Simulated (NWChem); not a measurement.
System: CH$_{2}$AlNO$_{3}$; SMILES C(=O)=[N][Al]([OH])[OH]

NWChem input:

```
start job
memory heap 200 mb stack 900 mb global 1100 mb
geometry units angstroms noautoz
  Al    -0.156532     0.906503     0.000000
  N      0.103241    -0.852715     0.000000
  C      0.227370    -2.058103     0.000000
  O      0.359150    -3.233526     0.000000
  O     -1.769073     1.460976     0.000000
  H     -1.973216     2.409073     0.000000
  O      1.141153     2.017722     0.000000
  H      2.069769     1.739359     0.000000
end
basis spherical
  * library def2-svp
end
dft
  xc xpbe96 cpbe96
  iterations 150
  mulliken
end
task dft energy
```

Parts of the log:

```
             Northwest Computational Chemistry Package (NWChem) 7.3.0
             --------------------------------------------------------

 CS  symmetry detected

                             Geometry "geometry" -> ""
                             -------------------------

 Output coordinates in angstroms (scale by  1.889725989 to convert to a.u.)

  No.       Tag          Charge          X              Y              Z
 ---- ---------------- ---------- -------------- -------------- --------------
    1 Al                  13.0000    -0.00352246     0.92222154     0.00000000
    2 N                    7.0000     0.03573597    -0.85563919     0.00000000
    3 C                    6.0000     0.00918900    -2.06711081     0.00000000
    4 O                    8.0000    -0.00604443    -3.24979976     0.00000000
    5 O                    8.0000    -1.53470882     1.67268613     0.00000000
    6 H                    1.0000    -1.61951301     2.63879717     0.00000000
    7 O                    8.0000     1.42213264     1.86365744     0.00000000
    8 H                    1.0000     2.30898404     1.47211149     0.00000000

 Effective nuclear repulsion energy (a.u.)     249.2683958118

      Symmetry information
      --------------------

 Group name             Cs
 Group number              2
 Group order               2
 No. of unique centers     8

  pbe96 is a nonlocal functional; adding pw91lda local functional.

                                 NWChem DFT Module
                                 -----------------

 Summary of "ao basis" -> "ao basis" (spherical)
 ------------------------------------------------------------------------------
       Tag                 Description            Shells   Functions and Types
 ---------------- ------------------------------  ------  ---------------------
 Al                         def2-svp                 8       18   4s3p1d
 N                          def2-svp                 6       14   3s2p1d
 C                          def2-svp                 6       14   3s2p1d
 O                          def2-svp                 6       14   3s2p1d
 H                          def2-svp                 3        5   2s1p

      Symmetry analysis of basis
      --------------------------

        a'         71
        a"         27

            General Information
            -------------------
          SCF calculation type: DFT
          Wavefunction type:  closed shell.
          No. of atoms     :     8
          No. of electrons :    52
           Alpha electrons :    26
            Beta electrons :    26
          Charge           :     0
          Spin multiplicity:     1
          Use of symmetry is: on ; symmetry adaption is: on
          Maximum number of iterations: 150
          AO basis - number of functions:    98
                     number of shells:    44
          Convergence on energy requested:  1.00D-06
          Convergence on density requested:  1.00D-05
          Convergence on gradient requested:  5.00D-04

              XC Information
              --------------
          PerdewBurkeErnzerhof Exchange Functional  1.000
            Perdew 1991 LDA Correlation Functional  1.000 local
           PerdewBurkeErnz. Correlation Functional  1.000 non-local

             Grid Information
             ----------------
          Grid used for XC integration:  medium
          Radial quadrature: Mura-Knowles
          Angular quadrature: Lebedev.
          Tag              B.-S. Rad. Rad. Pts. Rad. Cut. Ang. Pts.
          ---              ---------- --------- --------- ---------
          Al                  1.25       88           9.0       590
          N                   0.65       49          10.0       434
          C                   0.70       49          12.0       434
          O                   0.60       49          14.0       434
          H                   0.35       45          12.0       434
          Grid pruning is: on
          Number of quadrature shells:   423
          Spatial weights used:  Erf1

      Superposition of Atomic Density Guess
      -------------------------------------

 Sum of atomic energies:        -558.73242897

      Non-variational initial energy
      ------------------------------

 Total energy =    -560.586834
 1-e energy   =   -1265.914309
 2-e energy   =     456.059079
 HOMO         =      -0.398923
 LUMO         =      -0.043193

      Symmetry analysis of molecular orbitals - initial
      -------------------------------------------------

  Numbering of irreducible representations:

     1 a'          2 a"

  Orbital symmetries:

     1 a'          2 a'          3 a'          4 a'          5 a'
     6 a'          7 a'          8 a'          9 a'         10 a"
    11 a'         12 a'         13 a'         14 a'         15 a'
    16 a'         17 a'         18 a'         19 a"         20 a'
    21 a'         22 a'         23 a"         24 a"         25 a"
    26 a'         27 a'         28 a"         29 a'         30 a'
    31 a'         32 a"         33 a'         34 a'         35 a'
    36 a'

     ---------------------------------------------
      Total Density - Mulliken Population Analysis
     ---------------------------------------------

    Atom       Charge   Shell Charges
 -----------   ------   -------------------------------------------------------
    1 Al  13    11.52   2.00  1.99  0.55  0.02  5.93  0.54  0.22  0.27
    2 N    7     7.69   1.99  1.05  0.45  2.56  1.63  0.01
    3 C    6     5.17   1.99  0.90  0.17  1.47  0.54  0.10
    4 O    8     8.57   1.99  1.13  0.65  2.97  1.82  0.01
    5 O    8     8.88   1.99  1.10  0.65  3.13  2.00  0.00
    6 H    1     0.64   0.51  0.07  0.06
    7 O    8     8.88   1.99  1.10  0.65  3.13  2.01  0.00
    8 H    1     0.64   0.51  0.07  0.06

[...]
```

Level: PBE/def2-SVP. Geometry: optimised at PBE-D3(BJ)/def2-SVP.
